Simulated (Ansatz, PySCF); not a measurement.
LiCl, SMILES [Li][Cl].

Geometry optimised at PBE0-D3(BJ)/def2-TZVPD.

Vertical ionisation energy (IE) and electron affinity (EA) in eV. Rows of orbital energies are one-electron estimates. Where ΔSCF, EOM or ADC give a negative EA the extra electron is unbound and the value depends on the basis.

```json
[
 {"level": "−ε(HOMO), −ε(LUMO), CAM-B3LYP/def2-TZVPD (PySCF)", "IE": "8.58", "EA": "1.02"},
 {"level": "−ε(HOMO), −ε(LUMO), M06-2X/def2-TZVPD (PySCF)", "IE": "[?]", "EA": "[?]"},
 {"level": "−ε(HOMO), −ε(LUMO), PBE/def2-TZVPD (PySCF)", "IE": "5.86", "EA": "1.84"},
 {"level": "ΔSCF, CAM-B3LYP/def2-TZVPD (Ansatz), final states of multiplicity 2 and 2", "IE": "10.06", "EA": "0.55"},
 {"level": "ΔSCF, PBE/def2-TZVPD (Ansatz), final states of multiplicity 2 and 2", "IE": "10.05", "EA": "0.57"}
]
```

Some entries are withheld; supply them. (The exact figures need the calculation; the answer reports its results.)


- −ε(HOMO), −ε(LUMO), M06-2X/def2-TZVPD (PySCF), IE: 8.46
- −ε(HOMO), −ε(LUMO), M06-2X/def2-TZVPD (PySCF), EA: 1.50

What vertical singlet–triplet gap does ΔSCF give with CAM-B3LYP/def2-TZVPD (Ansatz, a quantum-chemistry and plane-wave program) and with PBE/def2-TZVPD (Ansatz)? (The exact figures need the calculation; the answer reports its results.)

5.26 and 5.22 eV (triplet above singlet where positive).
